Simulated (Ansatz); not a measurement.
GaH3ClO2F, closed shell: a nudged elastic band.

The input file, in.yaml:

```yaml
crystal:
  periodic: [false, false, false]
  atoms:
    - {symbol: Ga, position_ang: [-0.441868, 0.142309, 0.143021]}
    - {symbol: Cl, position_ang: [0.840564, 1.745982, -0.629006]}
    - {symbol: O, position_ang: [-1.640386, -0.574381, -0.937107]}
    - {symbol: O, position_ang: [-0.564223, -0.073747, 1.890904]}
    - {symbol: H, position_ang: [1.851031, -0.302810, -0.650837]}
    - {symbol: F, position_ang: [1.412864, -1.076512, -0.347228]}
    - {symbol: H, position_ang: [-1.534792, -0.304957, -1.851862]}
    - {symbol: H, position_ang: [0.076908, 0.444016, 2.382215]}
basis:
  gaussian: {orbitals: 6-31G}
hamiltonian: {xc: {name: BLYP}, dispersion: d4}
neb:
  images: 4
  climbing: false
  max_iterations: 60
  initial_path: idpp
  max_displacement: 0.3
  final_atoms:
    - {symbol: Ga, position_ang: [-0.414990, -0.290786, 0.210132]}
    - {symbol: Cl, position_ang: [1.216678, 1.663541, -0.758930]}
    - {symbol: O, position_ang: [-1.740502, -0.305481, -0.956772]}
    - {symbol: O, position_ang: [-0.651239, 0.198287, 1.890592]}
    - {symbol: H, position_ang: [1.884439, 0.556610, -0.819340]}
    - {symbol: F, position_ang: [1.061372, -1.210775, -0.192294]}
    - {symbol: H, position_ang: [-1.487672, -0.680574, -1.803177]}
    - {symbol: H, position_ang: [0.132012, 0.069079, 2.429889]}
```

Launched with

```bash
ansatz run in.yaml --threads 8 --pin off --events-out ev --progress --plain --max-ram 19148MiB
```

The run's output (Ansatz 0.2.0):

```
Functional definition: BLYP
  name "BLYP"
  cite "Becke, Phys. Rev. A 38, 3098 (1988) doi:10.1103/PhysRevA.38.3098"
  cite "Lee, Yang & Parr, Phys. Rev. B 37, 785 (1988) doi:10.1103/PhysRevB.37.785"
  parameter beta = 0.0042
  parameter a = 0.04918
  parameter b = 0.132
  parameter c = 0.2533
  parameter d = 0.349
  exchange = b88_x(beta = beta)
  correlation = lyp_c(a = a, b = b, c = c, d = d)
1010 factors; their error is unknown
mean field evaluation 1: about -71736.9128 eV, gradient 9.4e1 eV
mean field evaluation 2: about -71565.8363 eV, gradient 2.5e2 eV
mean field evaluation 4: about -71751.5693 eV, gradient 2.0e1 eV
mean field evaluation 8: about -71752.3094 eV, gradient 1.7e-1 eV
mean field evaluation 16: about -71752.2610 eV, gradient 3.6e-4 eV
mean field -71752.26099825 eV, -2636.8469562564 hartree, gradient 1.6e-5 eV, S^2 0.000000; 0 other end points of the search recorded, 0 dependent functions left out
the calculation of the forces begins
reference -71752.26137465 eV, -2636.8469700889 hartree; 38, 38 occupied and 37, 37 virtual orbitals, 1010 factors
1010 factors; their error is unknown
mean field evaluation 32: about -71752.0383 eV, gradient 2.2e-3 eV
mean field -71752.03827538 eV, -2636.8387713420 hartree, gradient 4.7e-5 eV, S^2 0.000000; 0 other end points of the search recorded, 0 dependent functions left out
the calculation of the forces begins
reference -71752.03865633 eV, -2636.8387853415 hartree; 38, 38 occupied and 37, 37 virtual orbitals, 1010 factors
WARN: NEB end point (image 0): max|allowed force component| = 1.522e0 eV/Å (the criterion of neb.relax_end_points is 1.000e-2). That is over neb.f_tol: it is no minimum, so the barrier can be far off. Relax it first
WARN: NEB end point (image 5): max|allowed force component| = 1.511e0 eV/Å (the criterion of neb.relax_end_points is 1.000e-2). That is over neb.f_tol: it is no minimum, so the barrier can be far off. Relax it first
1010 factors; their error is unknown
mean field -71752.11596106 eV, -2636.8416262380 hartree, gradient 1.9e-5 eV, S^2 0.000000; 0 other end points of the search recorded, 0 dependent functions left out
the calculation of the forces begins
reference -71752.11634203 eV, -2636.8416402382 hartree; 38, 38 occupied and 37, 37 virtual orbitals, 1010 factors
1010 factors; their error is unknown
mean field evaluation 64: about -71751.7533 eV, gradient 1.5e-1 eV
mean field -71751.70921276 eV, -2636.8266785137 hartree, gradient 2.4e-5 eV, S^2 0.000000; 0 other end points of the search recorded, 0 dependent functions left out
the calculation of the forces begins
reference -71751.70959716 eV, -2636.8266926402 hartree; 38, 38 occupied and 37, 37 virtual orbitals, 1010 factors
1010 factors; their error is unknown
mean field -71751.67625800 eV, -2636.8254674487 hartree, gradient 4.7e-5 eV, S^2 0.000000; 0 other end points of the search recorded, 0 dependent functions left out
the calculation of the forces begins
reference -71751.67664231 eV, -2636.8254815717 hartree; 38, 38 occupied and 37, 37 virtual orbitals, 1010 factors
1010 factors; their error is unknown
mean field evaluation 96: about -71750.7489 eV, gradient 2.4e1 eV
mean field -71751.95006789 eV, -2636.8355297765 hartree, gradient 8.4e-6 eV, S^2 0.000000; 0 other end points of the search recorded, 0 dependent functions left out
the calculation of the forces begins
reference -71751.95045034 eV, -2636.8355438313 hartree; 38, 38 occupied and 37, 37 virtual orbitals, 1010 factors
NEB iter   1: max|band force component| = 2.199e0 eV/Å  barrier→ = 0.5775 eV  barrier← = 0.3486 eV  Δτ_max = 0.1655 Å  (166 SCF iters)
NEB iter   2: max|band force component| = 1.431e0 eV/Å  barrier→ = 0.2289 eV  barrier← = 0.0000 eV  Δτ_max = 0.1540 Å  (114 SCF iters)
NEB iter   3: max|band force component| = 1.044e0 eV/Å  barrier→ = 0.2289 eV  barrier← = 0.0000 eV  Δτ_max = 0.0750 Å  (113 SCF iters)
NEB iter   4: max|band force component| = 3.153e-1 eV/Å  barrier→ = 0.2289 eV  barrier← = 0.0000 eV  Δτ_max = 0.0645 Å  (103 SCF iters)
NEB iter   5: max|band force component| = 4.324e-1 eV/Å  barrier→ = 0.2289 eV  barrier← = 0.0000 eV  Δτ_max = 0.0325 Å  (111 SCF iters)
NEB iter   6: max|band force component| = 1.775e-1 eV/Å  barrier→ = 0.2289 eV  barrier← = 0.0000 eV  Δτ_max = 0.0290 Å  (103 SCF iters)
NEB iter   7: max|band force component| = 1.915e-1 eV/Å  barrier→ = 0.2289 eV  barrier← = 0.0000 eV  Δτ_max = 0.0143 Å  (107 SCF iters)
NEB iter   8: max|band force component| = 1.390e-1 eV/Å  barrier→ = 0.2289 eV  barrier← = 0.0000 eV  Δτ_max = 0.0145 Å  (105 SCF iters)
NEB iter   9: max|band force component| = 7.539e-2 eV/Å  barrier→ = 0.2289 eV  barrier← = 0.0000 eV  Δτ_max = 0.0291 Å  (103 SCF iters)
NEB iter  10: max|band force component| = 6.282e-2 eV/Å  barrier→ = 0.2289 eV  barrier← = 0.0000 eV  Δτ_max = 0.0157 Å  (104 SCF iters)
NEB iter  11: max|band force component| = 2.497e-2 eV/Å  barrier→ = 0.2289 eV  barrier← = 0.0000 eV  Δτ_max = 0.0000 Å  (576 SCF iters)
Total energy: -71752.40353984 eV, -2636.8521945633 hartree
Atom 0 at    -0.403254    -0.308306     0.207997 Å, force    -0.607486     0.169875     0.201613 eV/Å
Atom 1 at     1.152449     1.716216    -0.741694 Å, force    -0.553888     1.511288    -0.055963 eV/Å
Atom 2 at    -1.733039    -0.355095    -0.953185 Å, force    -0.640287     0.346227     0.676758 eV/Å
Atom 3 at    -0.648743     0.149473     1.895932 Å, force    -0.960134     0.196044    -0.164497 eV/Å
Atom 4 at     1.859230     0.634929    -0.819983 Å, force     0.828962    -1.304658    -0.085302 eV/Å
Atom 5 at     1.103221    -1.169135    -0.213286 Å, force     0.930054    -0.399903    -0.283041 eV/Å
Atom 6 at    -1.471019    -0.709517    -1.805682 Å, force     0.040912    -0.474122    -1.354280 eV/Å
Atom 7 at     0.141255     0.041336     2.430000 Å, force     0.961868    -0.044752     1.064713 eV/Å
Dipole moment:     0.603306    -0.082162    -0.215009 e Å

[the SCF lines of later steps are left out]
```

The lines “mean field evaluation” count trial sets of orbitals through the whole run, from several starts and some on an approximate energy, so they need not fall steadily or lie above the final value.

Hardware: 8 CPU threads of an AMD EPYC 9R45, shared host. Wall time about 11 s.
